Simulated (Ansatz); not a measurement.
H8LiO4 (SMILES [OH2]->[Li+](<-[OH2])(<-[OH2])<-[OH2]), charge +1, singlet, at a GFN2-xTB geometry (such geometries of metal compounds can be far from the true shape); BHLYP/STO-3G (Ansatz, a quantum-chemistry and plane-wave program).

Here is a job for Ansatz.
Ansatz 0.2 input:
```yaml
crystal:
  periodic: [false, false, false]
  atoms:
    - {symbol: Li, position_ang: [-0.00000000, -0.00000000, 0.00000000]}
    - {symbol: O, position_ang: [1.56474128, -0.33763891, -0.97885944]}
    - {symbol: H, position_ang: [1.81743891, 0.06481306, -1.81266588]}
    - {symbol: H, position_ang: [2.29587622, -0.91209539, -0.74108161]}
    - {symbol: O, position_ang: [0.45257509, 0.32010193, 1.79256566]}
    - {symbol: H, position_ang: [1.15256609, 0.88211730, 2.13204786]}
    - {symbol: H, position_ang: [0.05001919, -0.08104729, 2.56592516]}
    - {symbol: O, position_ang: [-0.87446830, 1.50184443, -0.70735395]}
    - {symbol: H, position_ang: [-1.37706481, 1.56104858, -1.52282219]}
    - {symbol: H, position_ang: [-0.94335988, 2.36896344, -0.30187222]}
    - {symbol: O, position_ang: [-1.14284807, -1.48430744, -0.10635227]}
    - {symbol: H, position_ang: [-2.07137750, -1.53107049, 0.13185595]}
    - {symbol: H, position_ang: [-0.92409821, -2.35272921, -0.45138705]}
basis:
  gaussian:
    orbitals: STO-3G
hamiltonian:
  xc: {name: BHLYP}
total_charge: 1
accuracy: high
```

Task: What does Ansatz print? Leave out banner, timings and long lists.

Result: 
```
Functional definition: BHLYP
697 factors; integrals over basis functions are off by at most 4.7e-9 eV
mean field evaluation 1: about -8397.1590 eV, gradient 4.0e1 eV
mean field evaluation 2: about -8400.7365 eV, gradient 2.2e1 eV
mean field evaluation 4: about -8401.9867 eV, gradient 5.9e-1 eV
mean field evaluation 8: about -8402.2565 eV, gradient 1.6e-2 eV
mean field evaluation 16: about -8402.2565 eV, gradient 1.7e-7 eV
mean field -8402.25652277 eV, -308.7772319576 hartree, gradient 1.7e-8 eV, S^2 0.000000; 0 other end points of the search recorded, 0 dependent functions left out
reference -8402.25655748 eV, -308.7772332335 hartree; 21, 21 occupied and 12, 12 virtual orbitals, 697 factors
Total energy: -8402.25655748 eV, -308.7772332335 hartree
```
